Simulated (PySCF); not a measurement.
C2H5F3Si, SMILES C[SiH2]C(F)(F)F.

The structure is a stationary point at B3LYP-D3(BJ)/def2-SVP.

The numbers are results of PySCF with PBE/def2-TZVP, not measurements.

Symmetry labels are those of the subgroup Cs that the program uses (full group Cs).

Computed valence orbital energies around the gap with their symmetry:
```json
[
 {"orbital": "HOMO−7", "symmetry": "A\"", "energy (eV)": "-10.50"},
 {"orbital": "HOMO−6", "symmetry": "A'", "energy (eV)": "-10.37"},
 {"orbital": "HOMO−5", "symmetry": "A'", "energy (eV)": "-9.99"},
 {"orbital": "HOMO−4", "symmetry": "A\"", "energy (eV)": "-9.99"},
 {"orbital": "HOMO−3", "symmetry": "A\"", "energy (eV)": "-9.44"},
 {"orbital": "HOMO−2", "symmetry": "A\"", "energy (eV)": "-8.55"},
 {"orbital": "HOMO−1", "symmetry": "A'", "energy (eV)": "-8.40"},
 {"orbital": "HOMO", "symmetry": "A'", "energy (eV)": "-7.74"},
 {"orbital": "LUMO", "symmetry": "A'", "energy (eV)": "-0.46"},
 {"orbital": "LUMO+1", "symmetry": "A'", "energy (eV)": "0.00"},
 {"orbital": "LUMO+2", "symmetry": "A\"", "energy (eV)": "0.40"},
 {"orbital": "LUMO+3", "symmetry": "A'", "energy (eV)": "1.04"}
]
```
